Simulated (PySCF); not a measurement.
Gas-phase reaction: SiH3I + HF ⇌ HI + SiHF + H2

Computed with PySCF (xtb for GFN2) and rigid-rotor harmonic-oscillator thermochemistry at 1 bar. † marks an energy on the PBE0/def2-TZVP geometry and frequencies; other levels use their own. MP2 and CCSD(T) freeze the core. All species are closed-shell singlets. I: scalar-relativistic def2 core potential, no spin-orbit coupling. SiHF: computed as isolated molecules; such fragments, hydroxides, amides, oligomers or adducts are transient or little studied in the gas. MP2 isn't extrapolated to the basis-set limit; its ΔH°(298 K) is 163.6 kJ in def2-SVP and 168.6 kJ in def2-TZVPP. CCSD(T) isn't extrapolated to the basis-set limit; its ΔH°(298 K) is 145.3 kJ in def2-SVP and 148.3 kJ in def2-TZVPP. The harmonic model lacks anharmonicity and excited electronic states, which grow with temperature; levels with a mode under 35 cm⁻¹ are left out.

```
level              ΔE electronic, kJ  ΔH°(298 K), kJ  ΔS°(298 K), J/K  ΔG°(1600 K), kJ
-----------------  -----------------  --------------  ---------------  ---------------
BLYP/def2-TZVP†                  130             109              131             -105
CCSD(T)/def2-SVP†                167             145              131              -69
GFN2-xTB                         164             141              131              -71
MP2/def2-TZVPP†                  190             169              131              -45
PBE0/def2-TZVP                   187             166              131              -48
LDA/def2-TZVP†                   194             172              131              -42
```
ΔH° is lowest at BLYP/def2-TZVP† and highest at LDA/def2-TZVP†. No reference value is set beside these.
